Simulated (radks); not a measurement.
Task: Neutral samarium: order these configurations by energy. All-electron calculation, scalar-relativistic Kohn-Sham, PBEsol, spin-polarised, spherical densities, finite nucleus; Fermi nuclear charge, rms radius of each element as measured or else 0.836 A^(1/3) + 0.57 fm. Program: a radial shooting solver on a logarithmic mesh with Libxc functionals. Open shells are filled with parallel spins first. [Xe] 4f5 5d1 6s2; [Xe] 4f5 6s2 6p1; [Xe] 4f6 5d1 6s1; [Xe] 4f6 6s1 6p1; [Xe] 4f6 6s2.

Result: From the lowest, in eV above it: [Xe] 4f6 6s2 0.000; [Xe] 4f6 5d1 6s1 1.176; [Xe] 4f6 6s1 6p1 1.747; [Xe] 4f5 5d1 6s2 3.941; [Xe] 4f5 6s2 6p1 6.175.
